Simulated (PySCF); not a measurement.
**`N#[C][Ge@@H]([SiH3])[Si@H](N)[SiH3]`, CH10GeN2Si3**

Geometry (Å), atoms numbered from 1 in this order:
```xyz
17

N    -0.9395   -0.4588    3.6295
C    -0.9516   -0.4537    2.4815
Ge   -0.9484   -0.3837    0.5639
Si   -3.0993    0.3968   -0.0151
Si    1.2062    0.4434   -0.0035
N     0.8966    1.4260   -1.3947
Si    2.7139   -1.1971   -0.6446
H    -0.9431   -1.8994    0.3375
H    -4.1550   -0.3142    0.7053
H    -3.3050    0.2205   -1.4550
H    -3.2033    1.8286    0.2853
H     1.6676    1.2363    1.1613
H     0.1665    2.1210   -1.3602
H     1.6771    1.7928   -1.9147
H     2.1567   -2.0988   -1.6575
H     3.9345   -0.6241   -1.2228
H     3.1189   -2.0235    0.4939
```

Theory: TDDFT PBE0/def2-SVPD circular dichroism and optical rotation, one conformer, gas phase (PySCF). Geometry: GFN2-xTB.

The molecule is flexible and this is one conformer; a measurement averages over conformers. The calculation is non-relativistic, which matters for the atoms heavier than Zn.

Stereocentres: Ge3 S, Si5 R.

**Question.** Give the optical rotatory dispersion at 633, 589.3, 546, 436, 405, 365, 355 nm.

**Answer.** [α] in deg dm⁻¹ (g/mL)⁻¹:
| λ (nm) | origin-invariant length gauge | modified velocity gauge | length gauge (centre of mass) | isotropic polarisability (au) |
| --- | --- | --- | --- | --- |
| 633 | -19.7 | -26.5 | -19.9 | 151.4 |
| 589.3 | -25.7 | -33.6 | -25.9 | 152.4 |
| 546 | -34.8 | -44.0 | -35.0 | 153.6 |
| 436 | -96.3 | -110.4 | -96.7 | 158.9 |
| 405 | -142.1 | -158.2 | -142.6 | 161.3 |
| 365 | -263.8 | -282.8 | -264.5 | 165.9 |
| 355 | -316.8 | -336.5 | -317.5 | 167.3 |

**Question.** And for the mirror image at 589.3 nm?

**Answer.** +25.7 deg dm⁻¹ (g/mL)⁻¹ (origin-invariant length gauge): the same size and the opposite sign.

**Question.** What is the molar rotation [Φ] = [α]·M/100 of the geometry above at 589.3 nm?

**Answer.** With M = 206.99 g/mol, -53.3 deg cm² dmol⁻¹ (origin-invariant length gauge).

The first excitation lies at 5.03 eV (246 nm) with R = -40.8 × 10⁻⁴⁰ esu² cm² (velocity form).
